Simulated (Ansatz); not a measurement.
Ansatz (a first-principles code) input:

Ansatz 0.2 input:
```yaml
crystal:
  periodic: [false, false, false]
  atoms:
    - {symbol: C, position_ang: [-1.03528067, -0.20139639, 0.05011554]}
    - {symbol: Si, position_ang: [0.82855323, 0.15622008, -0.02944464]}
    - {symbol: Cl, position_ang: [1.69628945, -1.00366784, -1.44114769]}
    - {symbol: Cl, position_ang: [1.14142960, 2.09974268, -0.49409144]}
    - {symbol: Cl, position_ang: [1.68715136, -0.23756207, 1.75905592]}
    - {symbol: H, position_ang: [-1.22633806, -1.23927364, 0.30838720]}
    - {symbol: H, position_ang: [-1.52364408, 0.41857695, 0.79666040]}
    - {symbol: H, position_ang: [-1.51525795, -0.00638507, -0.90487601]}
basis:
  gaussian:
    orbitals: def2-TZVP
hamiltonian:
  xc: b3lyp
  dispersion: d3bj
relax: {f_tol: 0.002, max_steps: 150}
```

### Question
Predict the final energy.

### Answer
-1710.33122 Eh (B3LYP-D3(BJ)/def2-TZVP). The basis has 197 functions. The run takes about 100 core-seconds (a rough figure).
